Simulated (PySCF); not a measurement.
The dipole of `C#C[Si@]([SiH3])(Cl)C1(F)CCCC1` from its density and from atomic charges.

Coordinates (PBE0-D3(BJ)/def2-SVP, Å) and charges (e) from the PBE0/pcSseg-1 density (PySCF):

```tsv
atom	x	y	z	Mulliken	IAO	Hirshfeld	ESP-fitted
C1	2.270	1.864	1.834	-0.2183	-0.1648	-0.0652	-0.3777
C2	1.987	1.220	0.840	-0.1667	-0.3431	-0.1575	+0.0139
Si3	1.544	0.203	-0.618	+0.7131	+0.7987	+0.3009	+0.0108
Si4	2.770	-1.782	-0.725	+0.2883	+0.2827	+0.2130	+0.2051
Cl5	1.947	1.312	-2.328	-0.3245	-0.3089	-0.1257	-0.1430
C6	-0.324	-0.147	-0.563	-0.2241	+0.0488	+0.0156	+0.3747
F7	-0.549	-1.105	-1.568	-0.3395	-0.3383	-0.1095	-0.2709
C8	-0.838	-0.731	0.749	-0.1728	-0.2682	-0.0812	-0.1017
C9	-2.344	-0.501	0.653	-0.2017	-0.2558	-0.0697	-0.1307
C10	-2.433	0.926	0.111	-0.2417	-0.2604	-0.0657	-0.0189
C11	-1.224	1.069	-0.835	-0.1322	-0.2773	-0.0799	-0.1479
H12	2.531	2.437	2.706	+0.0907	+0.2075	+0.1064	+0.3145
H13	2.363	-2.672	0.406	-0.0695	-0.0928	-0.0685	-0.0613
H14	2.484	-2.463	-2.022	-0.0394	-0.0790	-0.0630	-0.0370
H15	4.230	-1.487	-0.622	-0.0510	-0.0854	-0.0663	-0.0365
H16	-0.415	-0.161	1.594	+0.1394	+0.1394	+0.0376	+0.0530
H17	-0.539	-1.783	0.865	+0.1446	+0.1455	+0.0414	+0.0567
H18	-2.769	-1.213	-0.073	+0.1295	+0.1384	+0.0365	+0.0623
H19	-2.871	-0.642	1.608	+0.1257	+0.1379	+0.0424	+0.0492
H20	-3.389	1.137	-0.390	+0.1298	+0.1409	+0.0428	+0.0303
H21	-2.342	1.643	0.943	+0.1235	+0.1313	+0.0369	+0.0336
H22	-0.687	2.018	-0.680	+0.1470	+0.1426	+0.0372	+0.0498
H23	-1.501	1.035	-1.898	+0.1498	+0.1604	+0.0414	+0.0717
```

Q: Compute μ = Σ q r for each scheme (1 e·Å = 4.803 D) and compare with the dipole of the full density.

A: The full density gives (-0.77, 0.49, 3.08) D, 3.21 D in size; dipole vectors point from the negative to the positive end.

```csv
scheme,μx,μy,μz,size (D),share of the full size (%),angle to the full dipole (°)
Mulliken,-0.44,-1.30,2.87,3.18,99,33
IAO,0.17,0.23,3.52,3.53,110,17
Hirshfeld,-0.08,0.20,1.54,1.56,48,11
ESP-fitted,-0.78,0.45,3.13,3.26,102,1
```

Q: Which set comes closest?

A: Length of the difference vector: ESP-fitted 0.07 D, IAO 1.06 D, Hirshfeld 1.71 D, Mulliken 1.83 D. Closest: ESP-fitted. ESP charges are fitted to the potential around the molecule, whose slowest-falling term is the dipole's. The schemes that divide the density aren't constrained to reproduce the dipole.

Q: What is left for the Hirshfeld atoms' own dipoles?

A: The Hirshfeld atoms' densities add up to the full density, so μ = Σ q r + Σ (atomic dipoles). The atomic dipoles sum to (-0.77, 0.49, 3.08) − (-0.08, 0.20, 1.54) = (-0.69, 0.29, 1.54) D, 1.71 D in size.

Q: With the origin at the mean of the coordinates, (-0.004, 0.008, -0.001) Å, which are the largest single terms, by size, of the ESP-fitted dipole along the direction of the full one?

A: H12 +3.57, C1 -2.72, F7 +2.01, Cl5 +1.72, Si4 -1.60 D; all 23 atoms together +3.26 D. The single terms depend on the origin, their sum doesn't.

Q: Give the size of the full dipole in other units.

A: 3.21 D = 1.263 au = 0.668 e·Å = 10.71 × 10⁻³⁰ C·m.

One conformer (not necessarily the lowest) at the PBE0-D3(BJ)/def2-SVP geometry, without solvent, vibrations or thermal averaging.

These values come from a run that also computed NMR shieldings. The run took 73 s wall, 2.8 min CPU (grids of density and orbitals included) on an Intel Xeon Platinum 8488C with 2 threads (shared host), and the process peaked at 2.0 GiB of memory.
